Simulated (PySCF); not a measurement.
C₃H₇FOSi. Atoms are numbered in the order given.

```xyz
13

C     -2.5804     0.2343     0.1569
C     -1.7781    -0.8098     0.3795
C     -0.3781    -0.7105     0.9340
Si     0.7807    -0.0964    -0.3849
O      2.3202    -0.1474     0.2215
F      0.3922     1.4517    -0.7220
H     -2.2686     1.2567     0.3978
H     -3.5769     0.1027    -0.2748
H     -2.1261    -1.8126     0.1017
H     -0.0205    -1.6781     1.3195
H     -0.3260     0.0103     1.7677
H      0.6719    -0.8302    -1.6715
H      3.0443     0.1305    -0.3484
```

Geometry: ωB97X-D3(BJ)/def2-SVP. The structure was generated by enumeration; whether it is a known compound was not checked. The values are those of a single conformer.

Calculation: M06-2X/def2-TZVP (PySCF).

ESP charges are fitted to the potential on shells at 1.4 to 2.0 van der Waals radii. Atomic charges (e):

| atom | Mulliken | ESP fit |
|---|---|---|
| C1 | -0.30 | -0.52 |
| C2 | -0.11 | … |
| C3 | -0.46 | … |
| Si4 | 0.73 | … |
| O5 | -0.56 | -0.72 |
| F6 | -0.35 | -0.32 |
| H7 | 0.14 | … |
| H8 | 0.13 | … |
| H9 | 0.14 | 0.15 |
| H10 | 0.17 | 0.15 |
| H11 | 0.18 | 0.19 |
| H12 | -0.05 | … |
| H13 | 0.34 | 0.45 |

Q: Fill in the missing entries. (The exact figures need the calculation; the answer reports its results.)

A: 
- C2, ESP fit: -0.08
- C3, ESP fit: -0.39
- Si4, ESP fit: 0.80
- H7, ESP fit: 0.23
- H8, ESP fit: 0.20
- H12, ESP fit: -0.13

Computed Mayer and Wiberg (Löwdin basis) orders of the bonds:
```csv
bond,Mayer,Wiberg
C1–C2,1.88,2.18
C2–C3,0.93,1.26
C3–Si4,0.98,1.09
Si4–O5,1.18,1.68
Si4–F6,1.03,1.64
C1–H7,0.97,0.89
C1–H8,0.97,0.89
C2–H9,0.96,0.83
C3–H10,0.95,0.84
C3–H11,0.93,0.82
Si4–H12,0.97,0.91
O5–H13,0.87,1.02
```
